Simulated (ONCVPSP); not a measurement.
Zn (Z = 30): variants of one ONCV potential

Base potential:

```json
{
  "Element": "zinc",
  "Generator": "ONCVPSP 4.0.1",
  "Type": "optimised norm-conserving Vanderbilt (ONCV)",
  "Functional": "PBEsol",
  "Relativity": "scalar-relativistic",
  "Frozen core": "[Ar]",
  "Valence charge": "12",
  "Reference configuration": "3d10 4s1 (charge +1)",
  "Partial waves": "4s: rc 1.70 bohr, ncon 4, nbas 7, qcut 3.9 1/bohr, 2 projectors, debl 0.8 Ha; p scattering state at 0.02 Ha: rc 1.50 bohr, ncon 3, nbas 6, qcut 4.7 1/bohr, 2 projectors, debl 2.4 Ha; 3d: rc 1.20 bohr, ncon 5, nbas 10, qcut 10.6 1/bohr, 2 projectors, debl 0.8 Ha",
  "Local potential": "polynomial inside 1.15 bohr (lpopt 3, dvloc0 4 Ha)",
  "Core correction": "Teter function, fcfact 5, rcfact 1.7"
}
```

All-electron outer shells of the reference configuration (PBEsol, scalar-relativistic, ld1.x):

```csv
shell,level (eV),outermost node (bohr),outermost maximum (bohr)
3p,-92.94,0.25,0.59
3d,-19.79,–,0.57
4s,-13.99,0.84,1.99
```

Cutoffs, loose and tight: the cutoffs (Ha) at which the residual kinetic energy of the hardest occupied pseudo-wave falls to 1 and 0.1 mHa per electron. They do not see the model core or the augmentation charge, which bear on the density cutoff. Test errors are all-electron minus pseudo excitation energies from the reference, over the configurations 3d10 4s2; 3d10 4s0; 3d9 4s0; 3d9 4s2. A dash means not determined; rows that change the core or the reference have their own tests.

A true bound ghost makes a file unfit for plane-wave use even where its test errors are small: the radial tests pick states by their node count and pass the ghost by.

```csv
change,outcome,"cutoff, loose","cutoff, tight",bound ghosts,GHOST(+) flags above zero,largest test error (meV)
base,generated,119 Ha,255 Ha,p,s,-189
"core correction Teter function, fcfact 5, rcfact 0.94",generated,119 Ha,255 Ha,p,s,-149
"core correction Teter function, fcfact 5, rcfact 1.22",generated,119 Ha,255 Ha,p,s,-153
"core correction Teter function, fcfact 5, rcfact 1.38",generated,119 Ha,255 Ha,p,s,-162
"core correction Teter function, fcfact 5, rcfact 1.6",generated,119 Ha,255 Ha,p,s,-180
"core correction Teter function, fcfact 5, rcfact 1.74",generated,119 Ha,255 Ha,p,s,-193
```

Problem. What comes out with this change to the base: core correction Teter function, fcfact 5, rcfact 2.02?

Solution. outcome: generated; cutoff, loose: 119 Ha; cutoff, tight: 255 Ha; bound ghosts: p; GHOST(+) flags above zero: s; largest test error (meV): -218.

Reading the sweep of the rcfact (base included, trends over the rows without a ghost): Bound ghosts are found at 0.94, 1.22, 1.38, 1.6, 1.7, 1.74, 2.02. Every judged row has one, so this setting neither creates nor removes them.
